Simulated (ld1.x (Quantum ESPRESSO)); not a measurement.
**Ranking RRKJ potentials for Zr**

All share these settings but for the change named:

```json
{
  "Element": "Zr (Z = 40)",
  "Generator": "ld1.x (Quantum ESPRESSO) 7.5",
  "Type": "norm-conserving RRKJ (Kleinman–Bylander form)",
  "Functional": "LDA (PZ)",
  "Relativity": "scalar-relativistic",
  "Frozen core": "[Kr]",
  "Valence charge": "4",
  "Reference configuration": "4d2 5s1 5p0 (charge +1)",
  "Partial waves": "5s (bound): rc 3.05 bohr; 4d (bound): rc 1.70 bohr; 5p (bound, empty): rc 3.90 bohr",
  "Local potential": "the p channel",
  "Core correction": "none",
  "rho0": "0.02"
}
```

Cutoff: the first of the cutoffs (Ry, on a coarse ladder) from which the occupation-weighted sum of valence levels, in a spherical-Bessel basis at the reference potential, stays within 10 and 1 mRy of its value at 400 Ry; the density cutoff is not measured.

The base gives 30 Ry.

Of 10 variants that were run, those that failed, showed a ghost or another fault, or gave nearly equal values are left out.

A variant can come out equal or close to the base.

Problem. Rank these variants from softest to hardest (loose cutoff).
A. wave 4d (bound): rc 1.70 bohr becomes 4d (bound): rc 1.26 bohr
B. wave 4d (bound): rc 1.70 bohr becomes 4d (bound): rc 2.04 bohr
C. wave 4d (bound): rc 1.70 bohr becomes 4d (bound): rc 1.72 bohr
D. wave 4d (bound): rc 1.70 bohr becomes 4d (bound): rc 2.52 bohr
E. wave 4d (bound): rc 1.70 bohr becomes 4d (bound): rc 1.08 bohr

Solution. D (21 Ry), B (25 Ry), C (30 Ry), A (40 Ry), E (110 Ry).
